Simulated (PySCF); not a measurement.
Input of a response calculation (the driver script's job line, then coordinates in Å):

```
{"job": {"kind": "uv", "xc": "CAM-B3LYP", "basis": "def2-SVPD", "nstates": 8, "ntriplets": 3}, "charge": 0, "multiplicity": 1}
C      2.813042     0.522015     0.105137
O      1.810256    -0.432064     0.337026
C      0.510938     0.080072     0.165271
C     -0.477076    -0.992064     0.490133
C     -1.760885    -0.973183     0.167629
C     -2.404867     0.145581    -0.594192
F     -2.213026     1.352031     0.010203
F     -3.745052    -0.027003    -0.666831
H      2.723021     1.370841     0.794805
H      3.763664     0.019339     0.269525
H      2.773159     0.901030    -0.924012
H      0.372687     0.442473    -0.868051
H      0.348667     0.943222     0.834160
H     -0.062270    -1.822400     1.040853
H     -2.433501    -1.765740     0.454460
H     -2.026356     0.244793    -1.627527
```

Computed with PySCF, TDDFT CAM-B3LYP/def2-SVPD, vertical, gas phase, core orbitals frozen in the response. Job line and output are in the format of a driver script around the code.

Q: What does the script print for it?

A: 
```
coarse grid: 13648 points
cycle   1  E = -469.4942259432  dE =  1.143e+00  |g| = 8.474e-01  |ddm| = 6.652e+00
cycle   2  E = -469.4367710108  dE =  5.745e-02  |g| = 1.076e+00  |ddm| = 2.149e+00
cycle   3  E = -469.6287553075  dE = -1.920e-01  |g| = 7.147e-02  |ddm| = 1.274e+00
cycle   4  E = -469.6295639646  dE = -8.087e-04  |g| = 3.431e-02  |ddm| = 1.510e-01
cycle   5  E = -469.6298174515  dE = -2.535e-04  |g| = 9.185e-03  |ddm| = 6.795e-02
cycle   6  E = -469.6298336313  dE = -1.618e-05  |g| = 2.915e-03  |ddm| = 1.602e-02
cycle   7  E = -469.6298355302  dE = -1.899e-06  |g| = 3.512e-04  |ddm| = 4.979e-03
final grid: 133432 points
cycle   8  E = -469.7121393778  dE = -4.177e-05  |g| = 5.288e-03  |ddm| = 1.147e-01
cycle   9  E = -469.7121385623  dE =  8.154e-07  |g| = 6.109e-03  |ddm| = 1.968e-02
cycle  10  E = -469.7121447979  dE = -6.236e-06  |g| = 4.661e-04  |ddm| = 6.559e-03
cycle  11  E = -469.7121448401  dE = -4.227e-08  |g| = 1.785e-04  |ddm| = 1.047e-03
cycle  12  E = -469.7121448477  dE = -7.522e-09  |g| = 5.643e-05  |ddm| = 4.419e-04
cycle  13  E = -469.7121448483  dE = -6.648e-10  |g| = 1.207e-05  |ddm| = 9.220e-05
converged SCF energy = -469.7121448483

Static polarisability (au): isotropic 68.689, principal 54.152 62.429 89.485

Singlet excitations
state   eV       nm        f      main configurations
  1   6.6671    186.0   0.10219   H->L 0.96
  2   7.2603    170.8   0.04277   H->L+1 0.70, H-1->L 0.09
  3   7.3954    167.7   0.24079   H-1->L 0.79, H->L+1 0.09
  4   7.6363    162.4   0.03374   H-2->L 0.57, H-3->L 0.27
  5   7.8205    158.5   0.05066   H->L+3 0.40, H->L+2 0.19, H-1->L+3 0.17
  6   8.0111    154.8   0.01425   H->L+3 0.30, H-1->L+1 0.30, H->L+2 0.24
  7   8.3855    147.9   0.01398   H->L+4 0.40, H->L+6 0.15, H-1->L+4 0.10
  8   8.4974    145.9   0.01364   H-3->L 0.27, H-1->L+1 0.12, H->L+6 0.10

Triplet excitations (Tamm-Dancoff, eV): 4.2287 6.7210 7.0968
```

The structure is a single GFN2-xTB conformer in the gas phase; no vibrational or solvent corrections.

The SCF starts on a coarse grid; the energy jumps when the final grid takes over, and dE counts afresh there. H and L stand for HOMO and LUMO.

Shape of the structure used: `[CH3:1][O:2][CH2:3]/[CH:4]=[CH:5]\[CH:6]([F:7])[F:8]`: C1–O2–C3–C4 -178°, O2–C3–C4–C5 -164°, C4–C5–C6–F7 -55°.
